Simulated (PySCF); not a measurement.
**Calculated NMR parameters of CC(C)=Pn1cccc1**

| Quantity | Value |
| --- | --- |
| Formula | C7H10NP |
| SMILES | CC(C)=Pn1cccc1 |
| InChI | InChI=1S/C7H10NP/c1-7(2)9-8-5-3-4-6-8/h3-6H,1-2H3 |
| Point group of the computed structure | C1 |
| Carbon signals | 5 |
| Proton signals | 4 |

Atom-mapped SMILES (the numbers label the heavy atoms): `[CH3:1][C:2]([CH3:3])=[P:4][n:5]1[cH:6][cH:7][cH:8][cH:9]1`; H(Xn) means a hydrogen on atom n.

One computed conformer, non-relativistic, averaged over atoms made equivalent by symmetry, fast rotation or ring inversion, gas phase. σ from GIAO-PBE0/pcSseg-1; structure optimised with GFN2-xTB; PySCF.

References, each an isolated molecule treated in the same way: TMS for ¹H, ¹³C; ³¹P against H3PO4; ¹⁵N against NH3.

| carbon | δC, type | δH (multiplicity) | HMBC from (2–3 bonds) | span of the C tensor (ppm) |
| --- | --- | --- | --- | --- |
| C1 | 26.0, CH3 | 2.34 (m) | H(C3) | 41 |
| C2 | 215.7, C | – | H(C1), H(C3) | 410 |
| C3 | 28.0, CH3 | 2.31 (m) | H(C1) | 38 |
| C6/C9 | 127.3, CH | 6.65 (m) | H(C6)/H(C9), H(C7)/H(C8) | 151 |
| C7/C8 | 117.1, CH | 6.62 (m) | H(C6)/H(C9), H(C7)/H(C8) | 176 |

Other nuclei:
```json
{"atoms": "P4", "nucleus": "³¹P", "environment": "phosphorus bonded to C, N", "δ (ppm)": "251.2", "σ (ppm)": "67.2"}
{"atoms": "N5", "nucleus": "¹⁵N", "environment": "pyrrole-type ring nitrogen", "δ (ppm)": "194.6", "σ (ppm)": "73.1"}
```

- δC 215.7: carbon double-bonded to a heavier main-group atom.
- δC 127.3: aromatic CH next to a ring nitrogen.
- δC 117.1: aromatic CH.
- δC 28.0, 26.0: methyl carbon; a saturated carbon with 1 carbon neighbour and no heteroatom attached.
- δH 6.62: hydrogen on an aromatic CH; it sits in the deshielding region of the aromatic ring current.

Splittings by ³¹P in the carbon and heteronuclear signals aren't shown, as no couplings were computed. Shifts are as computed. Against solution values, carbons near 30 ppm lie about +3 ppm off and those near 130 ppm about +5 ppm. Of 1211 compounds with measured shifts, 218 miss one by over three times the rms of a fit or turn the order of signals round; such compounds aren't used in these exercises. Experimental scales use liquid or dissolved standards, which lie at an offset from isolated NH3 (liquid NH3: subtract about 20 ppm) and H3PO4. Unscaled 15N shifts of sp2 nitrogen come out 20 to 40 ppm too high even then. Multiplicities follow the n + 1 count of equivalent neighbours, as no J values were calculated; m marks all less simple cases, F and P coupling included.
